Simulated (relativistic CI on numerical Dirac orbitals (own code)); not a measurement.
One change at a time: Zr23+

Base calculation: Dirac-Coulomb-Breit CI, KLI orbitals optimised for each configuration, a model potential for QED, unscaled Slater integrals.

Configuration list (outside the closed core [Ne]): 3s2 3p5, 3s 3p6, 3s2 3p4 3d, 3s 3p5 3d, 3p6 3d, 3s 3p4 3d2, 3s2 3p3 3d 4p, 3p6 4s, 3s2 3p4 4s, 3p6 4p, 3s 3p4 3d 4s, 3s2 3p4 4p, 3s2 3p4 4d, 3s 3p5 4s, 3p5 3d 4p, 3s2 3p4 4f, 3s 3p5 4p, 3s 3p5 4d, 3s 3p5 4f, 3s2 3p4 5s, 3s2 3p4 5p, 3s2 3p4 5d, 3s2 3p3 4s 4p, 3s2 3p4 5f, 3s2 3p4 5g, 3s 3p4 4s2, 3s 3p5 5s, 3s 3p5 5p, 3s2 3p3 3d2, 3s2 3p2 3d3, 3s 3p3 3d3, 3s2 3p2 3d2 4s, 3s2 3p2 3d2 4p, 3s2 3p2 3d2 4d, 3p5 3d2, 3p4 3d3, 3p4 3d2 4s, 3p4 3d2 4p, 3p4 3d2 4d, 3s2 3p3 3d 4s, 3s 3p3 3d2 4s, 3s2 3p2 3d 4s2, 3s2 3p2 3d 4s 4p, 3s2 3p2 3d 4s 4d, 3p5 3d 4s, 3p4 3d 4s2, 3p4 3d 4s 4p, 3p4 3d 4s 4d, 3s2 3p3 4s2, 3s 3p3 3d 4s2, 3s2 3p2 4s2 4p, 3s2 3p2 4s2 4d, 3s2 3p3 4p2, 3s2 3p2 3d 4p2, 3s 3p3 3d 4p2, 3s2 3p2 4s 4p2, 3s2 3p2 4p3, 3s2 3p2 4p2 4d. Double excitations out of closed p, d and f shells are left out; levels of such configurations are missing from the list, as are those of other unlisted configurations, and high levels can miss mixing partners. These lack a partner that the ground configuration has and come out too high: 3s2 3p4 4f, 3s 3p5 4p, 3s 3p5 4d, 3s 3p5 4f, 3s2 3p4 5s.

Variants: (1) valence Slater integrals scaled by 0.9; (2) only the first 3 configurations; (3) one mean potential for all configurations. Shifts of the energy above 3s2 3p5 2P°_3/2, in cm⁻¹, for the lowest level and the first level of each name with at least 55 % of one term (blank where a level changes its place among those of its configuration and J or its character, or is not in the variant):

| Level | Base | Δ(1) | Δ(2) | Δ(3) |
| --- | --- | --- | --- | --- |
| 3s2 3p5 2P°_3/2 | 0 | 0 | 0 | 0 |
| 3s2 3p5 2P°_1/2 | 147187 | +255 | +1632 | +24 |
| 3s 3p6 2S_1/2 | 708604 | +16400 | -14035 | +147 |
| 3s2 3p4 3d 4D_5/2 | 825737 | +7487 | -15849 | -134 |
| 3s2 3p4 3d 4D_3/2 | 825754 | +6752 | -15327 | -136 |
| 3s2 3p4 3d 4D_7/2 | 841375 | +7410 | -16497 | -136 |
| 3s2 3p4 3d 4F_9/2 | 883948 | +2397 | -18680 | -138 |
| 3s2 3p4 3d 4F_5/2 | 958124 | +126 | -14873 | -131 |
| 3s2 3p4 3d 2G_7/2 | 1031173 | -675 | -15487 | -129 |
| 3s2 3p4 3d 2F_5/2 | 1052559 | -511 | -14432 | -141 |
| 3s2 3p4 3d 2G_9/2 | 1052811 | -61 | -16268 | -137 |
| 3s2 3p4 3d 2S_1/2 | 1183431 | -18408 | +26516 | +68 |
| 3s2 3p4 3d 2P_1/2 | 1273099 |  | +2295 | -145 |
| 3s 3p5 3d 4P°_1/2 | 1496611 | +22257 |  | +227 |
| 3s 3p5 3d 4P°_3/2 | 1513779 | +21593 |  | +219 |
| 3s 3p5 3d 4P°_5/2 | 1547352 | +20032 |  | +208 |
| 3s 3p5 3d 4F°_7/2 | 1574509 | +14872 |  | +285 |
| 3s 3p5 3d 4F°_9/2 | 1577547 | +16108 |  | +258 |
| 3s2 3p3 3d2 6F°_9/2 | 1711374 | +16065 |  | +88 |
| 3s2 3p3 3d2 6F°_11/2 | 1721956 | +16077 |  | +64 |
| 3s2 3p3 3d2 6P°_3/2 | 1748103 |  |  | +351 |
| 3s2 3p3 3d2 6P°_5/2 | 1763551 | +11423 |  | +303 |

At this charge energies of transitions that change n are usually good to better than 1 %, and those within a shell (Δn = 0) to a few per cent.

Ionisation energy from the two ground configurations alone: base 1145.73 eV. The NIST ASD value (semi-empirical) is 1144.7 eV.

LS names give the leading component of a level, which can be under half, so a name can repeat, a term be missing and a line seem to break the LS rules.
